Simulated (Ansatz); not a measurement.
BFH3N (SMILES NBF) moved off its minimum; all values from Ansatz (an electronic-structure program), cores frozen in correlated methods.
(charge 0, multiplicity 1)
```xyz
6

B     -0.2107    -0.3370    -0.0580
H     -0.3253    -1.5693    -0.2565
F      0.7729    -0.1162     0.9290
N     -0.4927     0.5424    -0.8242
H     -0.2714     1.4582    -0.7604
H     -1.1552     0.3351    -1.6480
```

Question: Give the forces (eV/Å), the total energy and the dipole at CCSD(T)/cc-pVTZ.

Answer: 
```csv
atom,Fx,Fy,Fz
B1,6.347,-11.784,9.150
H2,-0.725,1.192,0.278
F3,-1.418,0.128,-0.555
N4,-6.708,6.448,-11.074
H5,0.895,3.386,0.260
H6,1.609,0.630,1.940
```
Energy -181.0391 hartree, dipole 3.59 D.
